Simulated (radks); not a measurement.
Task: The mean radii <r> (bohr) of the occupied orbitals of an atom or ion are listed with their occupations. Calculated with a radial shooting solver on a logarithmic mesh with Libxc functionals: scalar-relativistic Kohn-Sham, exchange-only LDA, spin-polarised, spherical densities, point nucleus.

| orbital | occ. | <r> |
|---|---|---|
| 1s up | 1 | 0.02664 |
| 1s down | 1 | 0.02664 |
| 2s up | 1 | 0.1117 |
| 2s down | 1 | 0.1118 |
| 2p up | 3 | 0.09718 |
| 2p down | 2 | 0.09728 |

Name the element and its charge. Open shells, if any, are filled with parallel spins first.

Result: Z = 54, xenon, charge +45: Xe45+ in [He] 2s2 2p5. The 1s radius gives Z: for a bare nucleus <r> = (2 gamma + 1)/(2Z) with gamma = sqrt(1 - (Z/c)^2), 0.02628 bohr for Z = 54, and screening makes it slightly larger (0.02664 here). The occupations add up to 9, and the charge is Z minus that.
